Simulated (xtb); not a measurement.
A run for xtb: GFN2-xTB on As2, a point of a bond scan (R = 2.841 Å).

```
$ xtb mol.xyz --gfn 2 --sp --chrg 0 --uhf 0
2

As    -0.00000000    -0.00000000    -1.05206769
As     0.00000000     0.00000000     1.78851507
```

Question: Predict the final total energy.

Answer: -4.6159 hartree.
